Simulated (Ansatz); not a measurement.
Breaking the Se1–Cl3 bond in ClHSe (SMILES Cl[SeH]) (multiplicity 1 held, fragments rigid). Energies count from the point at 2.190 Å.
Geometry at that point (charge 0, multiplicity 1):
```xyz
3

Se     0.51848    -0.15738     0.46539
H      1.50588    -0.35829    -0.61175
Cl    -1.12553     0.33584    -0.89480
```

Signs of static correlation in def2-SVP, from Ansatz (a first-principles code) runs.

| R (Å) | T1 of restricted CCSD | ⟨S²⟩ of UHF | largest double amplitude of restricted CCSD |
|---|---|---|---|
| 1.752 | 0.007 | 0.000 | 0.049 |
| 1.971 | 0.008 | 0.000 | 0.038 |
| 2.190 | 0.009 | 0.000 | 0.077 |
| 2.409 | 0.012 | 0.000 | 0.124 |
| 2.628 | ? | 0.483 | 0.151 |
| 2.957 | 0.027 | 0.829 | 0.296 |
| 3.285 | 0.041 | 0.954 | ? |
| 3.833 | 0.062 | 1.014 | 0.620 |
| 4.380 | 0.073 | 1.014 | 0.762 |
| 5.037 | 0.077 | 1.014 | 0.845 |
| 5.913 | 0.076 | 1.014 | 0.878 |
| 7.008 | 0.073 | 1.014 | 0.885 |

Problem. Complete the blanks.

Solution. 
- 2.628, T1 of restricted CCSD: 0.017
- 3.285, largest double amplitude of restricted CCSD: 0.417

Doubts at one or more of the structures used: a restricted determinant that unrestricted orbitals would lower (R-CCSD(T)/def2-SVP); other coupled-cluster roots lie near (R-CCSD(T)/def2-SVP); T1 above 0.05 (R-CCSD(T)/def2-SVP, U-CCSD(T)/def2-SVP); a spin-contaminated determinant (U-CCSD(T)/def2-SVP); the program's own flag: other amplitudes (U-CCSD(T)/def2-SVP).
